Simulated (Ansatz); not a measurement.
`CO[CH2][GaH][ZnH]`, charge 0, multiplicity 1.

Question: Give a relaxed structure at PBE0-D4/def2-TZVP (the Gaussian-basis code of Ansatz). (An estimate is asked.)

Answer: Computed: 
Cartesian coordinates in Å:
```
C 1.126 -1.282 0.067
O -0.047 -1.177 0.810
C -0.238 0.130 1.316
Ga -0.828 1.487 -0.043
Zn -1.321 0.868 -2.366
H 1.195 -2.301 -0.315
H 2.015 -1.066 0.678
H 1.129 -0.583 -0.788
H 0.653 0.468 1.868
H -1.045 0.064 2.055
H -1.032 2.938 0.570
H -1.607 0.453 -3.851
```
This is one stationary point; other conformers may exist.
